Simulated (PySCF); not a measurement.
**Absolute configuration from chiroptical data**

Computed with TDDFT BHandHLYP/def2-SVPD circular dichroism and optical rotation, one conformer, gas phase in PySCF. Geometry: GFN2-xTB.

The calculation is non-relativistic, which matters for the atoms heavier than Zn.

Values for one enantiomer of C₆H₉BrSi, R in 10⁻⁴⁰ esu² cm² (velocity form):
| λ (nm) | f | R |
| --- | --- | --- |
| 237 | 0.030 | -17.5 |
| 213 | 0.002 | -3.4 |
| 209 | 0.010 | -3.6 |
| 205 | 0.040 | +4.9 |
| 194 | 0.058 | -12.7 |
| 193 | 0.036 | +6.3 |
| 190 | 0.005 | -5.2 |
| 183 | 0.033 | -22.0 |
| 181 | 0.021 | +4.5 |
| 176 | 0.014 | -13.3 |
| 175 | 0.008 | +15.9 |
| 172 | 0.021 | -16.6 |

[α] at 589.3 nm: -152 deg dm⁻¹ (g/mL)⁻¹ (origin-invariant length gauge).

Question: Which structure gives these signs?
A. C#C[C@@H]1[C@H](Br)[Si]1(C)C
B. C#C[C@H]1[C@@H](Br)[Si]1(C)C

Answer: B. Its CIP labels in SMILES order are S, R; the other enantiomer gives every sign reversed.

Geometry of C#C[C@H]1[C@@H](Br)[Si]1(C)C as run:
```xyz
17

C     2.903    1.009   -1.088
C     2.094    0.190   -0.753
C     1.116   -0.739   -0.305
C     0.741   -0.740    1.198
Br    1.699    0.501    2.351
Si   -0.670   -0.161    0.070
C    -2.093   -1.372   -0.222
C    -1.023    1.694    0.011
H     3.627    1.704   -1.390
H     1.289   -1.736   -0.703
H     0.760   -1.715    1.672
H    -2.471   -1.281   -1.235
H    -2.916   -1.166    0.454
H    -1.782   -2.400   -0.070
H    -1.346    2.001   -0.979
H    -0.130    2.258    0.263
H    -1.804    1.965    0.716
```
